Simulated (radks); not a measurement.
Initial-state core-level shifts of the tin ion Sn+ when its valence configuration changes from [Kr] 4d10 5s2 5p1. Calculated with a radial shooting solver on a logarithmic mesh with Libxc functionals: scalar-relativistic Kohn-Sham, r2SCAN, spin-polarised, spherical densities, finite nucleus; open shells are filled with parallel spins first (spin-orbit coupling, left out, can overturn this in heavy ions); meta-GGA in the generalised Kohn-Sham scheme; Fermi nuclear charge, rms radius 4.6519 fm. Shifts are changes of the shell-averaged eigenvalues in eV (positive: less bound); the change of the density at the nucleus, which sets a Mossbauer isomer shift, is in e/bohr^3, on a base of 1.965e+05.

| valence | 3s | 3p | 4s | 4p | density at nucleus |
|---|---|---|---|---|---|
| 4d10 5p3 | -2.667 | -2.668 | -2.701 | -2.693 | -83.09 |
| 4d8 5p5 | -19.679 | -19.682 | -17.257 | -16.581 | -64.81 |
| 4d9.5 5p3.5 | -6.927 | -6.928 | -6.435 | -6.269 | -79.00 |
| 4d10 5s1.5 5p1.5 | -0.637 | -0.637 | -0.645 | -0.643 | -20.30 |
| 4d9 5s1.5 5p2.5 | -8.791 | -8.792 | -7.735 | -7.421 | -3.96 |
| 4d9 5s2 5p2 | -8.270 | -8.270 | -7.212 | -6.902 | +18.89 |
| 4d8 5s2 5p3 | -16.620 | -16.621 | -14.257 | -13.611 | +38.79 |
| 4d8 5s1 5p4 | -18.065 | -18.067 | -15.678 | -15.017 | -11.55 |
| 4d10 5s1 5p2 | -1.157 | -1.157 | -1.185 | -1.182 | -41.63 |
